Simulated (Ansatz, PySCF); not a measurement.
Donor–acceptor adduct: BF3 (SMILES FB(F)F) (first 4 atoms) with H2O (SMILES O); geometry from B3LYP-D3(BJ)/def2-TZVP.
(charge 0, multiplicity 1):
```xyz
7

F      1.058    -0.784     0.302
B      0.029     0.025     0.572
F      0.211     1.347     0.370
F     -1.213    -0.460     0.369
O      0.037     0.016     2.437
H     -0.826    -0.285     2.751
H      0.165     0.920     2.755
```

Basis-set superposition error: the interaction energy with monomers in their own basis, and in the dimer's basis (counterpoise).

Programs: Ansatz (Gaussian orbitals); PySCF for 6-31G* rows. 

```json
[
 {"level": "HF/aug-cc-pVQZ", "uncorrected (kJ/mol)": "-75.7", "counterpoise (kJ/mol)": "-75.2", "difference": "0.6"},
 {"level": "SVWN5/def2-TZVPPD", "uncorrected (kJ/mol)": "-108.8", "counterpoise (kJ/mol)": "-107.8", "difference": "1.0"},
 {"level": "revPBE/def2-TZVPPD", "uncorrected (kJ/mol)": "-50.2", "counterpoise (kJ/mol)": "-49.6", "difference": "0.6"},
 {"level": "r2SCAN/def2-TZVPPD", "uncorrected (kJ/mol)": "-85.5", "counterpoise (kJ/mol)": "-84.8", "difference": "0.6"},
 {"level": "B3LYP/6-31G*", "uncorrected (kJ/mol)": "-92.1", "counterpoise (kJ/mol)": "-68.5", "difference": "23.7"},
 {"level": "wB97X-V/def2-TZVPPD", "uncorrected (kJ/mol)": "-81.8", "counterpoise (kJ/mol)": "-81.2", "difference": "0.6"},
 {"level": "wB97M-V/def2-TZVPPD", "uncorrected (kJ/mol)": "-82.9", "counterpoise (kJ/mol)": "-82.3", "difference": "0.6"},
 {"level": "MP2/6-31G*", "uncorrected (kJ/mol)": "-99.1", "counterpoise (kJ/mol)": "-68.6", "difference": "30.6"},
 {"level": "MP2/aug-cc-pVDZ", "uncorrected (kJ/mol)": "-83.1", "counterpoise (kJ/mol)": "-66.2", "difference": "16.9"},
 {"level": "CCSD(T)/aug-cc-pVDZ", "uncorrected (kJ/mol)": "-85.2", "counterpoise (kJ/mol)": "-66.8", "difference": "18.4"}
]
```

The error is largest for MP2/6-31G* (30.6 kJ/mol) and smallest for HF/aug-cc-pVQZ (0.6 kJ/mol).

Ansatz is a first-principles code.
